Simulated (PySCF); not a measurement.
**Worked example: dipole moment from atomic charges**

2-chloro-3,3-difluoroprop-1-ene (C3H3ClF2), SMILES FC(F)C(Cl)=C. Atoms are numbered in the order given.

```xyz
9

C     -1.5784    -0.5798    -0.6996
C     -0.5265     0.0708    -0.2126
Cl    -0.6447     1.6102     0.5627
C      0.8895    -0.4387    -0.2807
F      0.9285    -1.6131    -0.9395
F      1.3734    -0.6374     0.9615
H     -1.4292    -1.5469    -1.1823
H     -2.5855    -0.1669    -0.6276
H      1.5506     0.2808    -0.7966
```
Charge 0, spin multiplicity 1.

Coordinates come from a PBE0-D3(BJ)/def2-SVP optimisation. The values are those of a single conformer.

Charges (e) from HF/def2-TZVP (PySCF):

```csv
atom,ESP fit,IAO
C1,-0.382,-0.264
C2,0.000,-0.039
Cl3,-0.083,-0.038
C4,0.400,0.559
F5,-0.223,-0.346
F6,-0.218,-0.346
H7,0.211,0.170
H8,0.213,0.163
H9,0.083,0.140
```

The dipole moment of the full density is 1.87 D.

### Question
What dipole moment does each set of point charges give, and which comes closer to that of the density?

### Answer

μ = Σ q r, and 1 e Å = 4.8032 D.
ESP fit: Σ q r = (-0.218, 0.072, -0.341) e Å, |μ| = 1.97 D.
IAO: Σ q r = (-0.285, 0.372, -0.408) e Å, |μ| = 2.98 D.
ESP fit comes closer in size. Point charges leave out the atoms' own dipoles (lone pairs, polarised bonds); fits to the potential absorb them, partitions of the density don't.
